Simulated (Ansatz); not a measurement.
Born–Oppenheimer molecular dynamics of Cl2GeH2 (5 atoms, charge 0, multiplicity 1). It starts from a relaxed structure.

Theory: RKS BHLYP-D4/def2-mTZVP in Ansatz 0.2.0.

```yaml
ensemble: NVE (velocity Verlet)
time_step: 0.5 fs
steps_asked: 250
starting_velocities_drawn_for: 700 K
seed: 859614
```

First frame:

```xyz
5
Properties=species:S:1:pos:R:3
Ge 0.011 -0.018 -0.015
Cl 0.000 0.001 2.133
H 1.454 0.055 -0.480
Cl -1.005 1.741 -0.709
H -0.774 -1.232 -0.480
```

Question: What does the run give?

Answer: The run went to its last step.

```json
{"steps done": "250", "time covered": "125 fs", "mean temperature over the second half": "396 K", "spread of the potential energy over the second half": "8.2 meV per atom", "mean potential energy of the second half above the start": "23.6 meV per atom"}
```

The conserved energy stayed within 0.068 meV per atom of its start (net change 0.016 meV per atom), so the integration is sound. Over the second half the temperature averaged 0.57 of the 700 K drawn at the start: a run that starts near a minimum puts about half its kinetic energy into the potential. A run of 0.12 ps of so small a system gives no equilibrium averages.

Question: What happens to the structure?

Answer: The same pairs are bonded in the first frame and the last. Pairs count as bonded within 1.25 times the sum of covalent radii (0.12 Å more for H–H). This is one draw of velocities; another would differ in detail.

Question: How do temperature and energy run in time?

Answer: 
```json
{"time (fs)": "0", "T (K)": "700", "potential energy less start (eV)": "0.000", "conserved less start (meV/atom)": "0.00"}
{"time (fs)": "6", "T (K)": "501", "potential energy less start (eV)": "0.077", "conserved less start (meV/atom)": "0.01"}
{"time (fs)": "12", "T (K)": "154", "potential energy less start (eV)": "0.212", "conserved less start (meV/atom)": "0.06"}
{"time (fs)": "18", "T (K)": "112", "potential energy less start (eV)": "0.228", "conserved less start (meV/atom)": "0.07"}
{"time (fs)": "24", "T (K)": "339", "potential energy less start (eV)": "0.140", "conserved less start (meV/atom)": "0.04"}
{"time (fs)": "30", "T (K)": "574", "potential energy less start (eV)": "0.049", "conserved less start (meV/atom)": "0.01"}
{"time (fs)": "36", "T (K)": "572", "potential energy less start (eV)": "0.050", "conserved less start (meV/atom)": "0.01"}
{"time (fs)": "42", "T (K)": "357", "potential energy less start (eV)": "0.133", "conserved less start (meV/atom)": "0.04"}
{"time (fs)": "48", "T (K)": "178", "potential energy less start (eV)": "0.203", "conserved less start (meV/atom)": "0.06"}
{"time (fs)": "54", "T (K)": "109", "potential energy less start (eV)": "0.229", "conserved less start (meV/atom)": "0.06"}
{"time (fs)": "60", "T (K)": "173", "potential energy less start (eV)": "0.204", "conserved less start (meV/atom)": "0.03"}
{"time (fs)": "66", "T (K)": "321", "potential energy less start (eV)": "0.147", "conserved less start (meV/atom)": "0.02"}
{"time (fs)": "72", "T (K)": "502", "potential energy less start (eV)": "0.077", "conserved less start (meV/atom)": "0.02"}
{"time (fs)": "78", "T (K)": "515", "potential energy less start (eV)": "0.072", "conserved less start (meV/atom)": "0.04"}
{"time (fs)": "84", "T (K)": "348", "potential energy less start (eV)": "0.137", "conserved less start (meV/atom)": "0.06"}
{"time (fs)": "90", "T (K)": "262", "potential energy less start (eV)": "0.170", "conserved less start (meV/atom)": "0.04"}
{"time (fs)": "96", "T (K)": "273", "potential energy less start (eV)": "0.166", "conserved less start (meV/atom)": "0.02"}
{"time (fs)": "102", "T (K)": "351", "potential energy less start (eV)": "0.136", "conserved less start (meV/atom)": "0.02"}
{"time (fs)": "108", "T (K)": "469", "potential energy less start (eV)": "0.090", "conserved less start (meV/atom)": "0.04"}
{"time (fs)": "114", "T (K)": "509", "potential energy less start (eV)": "0.074", "conserved less start (meV/atom)": "0.05"}
{"time (fs)": "120", "T (K)": "447", "potential energy less start (eV)": "0.098", "conserved less start (meV/atom)": "0.05"}
```

Run time: 13 min on 2 threads of Intel(R) Xeon(R) Platinum 8259CL CPU @ 2.50GHz (Skylake/Cascade Lake), on a shared host, peak memory 0.21 GiB.
